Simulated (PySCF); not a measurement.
A GIAO shielding run with PySCF 2.14 (density fitting, non-relativistic, gas phase) on `[SiH3]N([SiH2]C(OC(C)=O)=O)[SiH3]`, C₃H₁₁NO₃Si₃:

```
$ OMP_NUM_THREADS=1 python probes_run.py task.json out

{"job": {"kind": "nmr", "xc": "PBE0", "basis": "pcSseg-1"}, "charge": 0, "multiplicity": 1}
C      4.325094    -0.409576    -0.086783
C      3.058412    -0.917025     0.541137
O      2.967588    -1.801763     1.331046
O      1.995445    -0.166590     0.080006
C      0.678548    -0.485818     0.291444
O      0.310638    -1.530100     0.744842
Si    -0.414999     0.955256    -0.298655
N     -2.037097     0.457747    -0.038773
Si    -3.328784     1.498675    -0.601060
Si    -2.452000    -1.078231     0.751699
H      5.180928    -0.875785     0.391766
H      4.318112    -0.655012    -1.146851
H      4.374786     0.671923     0.008389
H     -0.083784     1.165391    -1.712502
H     -0.025205     2.130426     0.489111
H     -4.218333     1.802158     0.518472
H     -2.690879     2.718286    -1.094600
H     -4.050331     0.822894    -1.679635
H     -2.099363    -2.182604    -0.131121
H     -1.900193    -1.084631     2.099392
H     -3.917502    -1.018679     0.851612
```

Hardware: 1 thread of an Arm Neoverse V1, shared host. The job also computes population analyses, field gradients.

Task: How large is the calculation?

Result: 102 electrons, 246 basis functions and 1345 auxiliary functions.

Task: How long does it take, and how much memory does it need?

Result: 64 s of wall time, with 15 SCF cycles and 5 response iterations; peak memory 1.1 GiB. Times on a shared host scatter by some tens of per cent.
